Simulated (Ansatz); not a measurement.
`N[SiH](O)[SiH2][SiH3]` + H₂S → `O[SiH](S)[SiH2][SiH3]` + NH₃  (ligand exchange at the Si–N bond)

Isolated molecules relaxed with PBE0-D4/def2-TZVP in Ansatz; ΔE leaves out vibrations. CCSD(T)/CBS adds triple-zeta CCSD(T) − MP2 to the extrapolated MP2 energy (def2 sets, frozen cores). This one scheme is used for every species. DFT in def2-TZVPP. One conformer a species, not always the lowest.

```
          level  ΔE (kJ/mol)
        ωB97M-V         -2.8
CCSD/def2-TZVPP          0.5
```

Problem. What does CCSD(T)/CBS give? (Best estimate.)

Solution. Computed: -5.0 kJ/mol. The listed levels differ from it by 2.2, 5.5 kJ/mol.

Largest T1 diagnostic among the species: 0.013.

In def2-TZVPP, CCSD(T) changes the Hartree–Fock value by −10.2 kJ/mol (the triples alone add −2.8 kJ/mol) and MP2 by −13.6 kJ/mol. The D4 term adds −4.4 kJ/mol with B3LYP and −2.5 kJ/mol with PBE0; it sums over pairs of atoms, weighted by their polarisabilities, and B3LYP, whose exchange is more repulsive, gets the larger term.

B3LYP here is the variant with VWN-RPA as its local correlation; programs differ in this.
